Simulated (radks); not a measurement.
Problem. Species: Os68+. Configuration: [He] 2s2 2p4. Calculated with a radial shooting solver on a logarithmic mesh with Libxc functionals: Dirac Kohn-Sham, relativistic LDA (MacDonald-Vosko exchange, VWN5 correlation), spin-unpolarised, spherical densities, finite nucleus; open shells fill j = l - 1/2 first; Fermi nuclear charge, rms radius 5.4126 fm. Some entries of the table are withheld. Estimate them.

orbital,occ.,eigenvalue (hartree),r(max) (bohr)
1s1/2,2,-2946.245,0.01108
2s1/2,2,-699.8633,(1)
2p1/2,2,(2),(3)
2p3/2,2,(4),(5)

Solution. 
(1) 2s1/2 r(max) (bohr): 0.06294
(2) 2p1/2 eigenvalue (hartree): -686.5381
(3) 2p1/2 r(max) (bohr): 0.04638
(4) 2p3/2 eigenvalue (hartree): -627.3857
(5) 2p3/2 r(max) (bohr): 0.05313
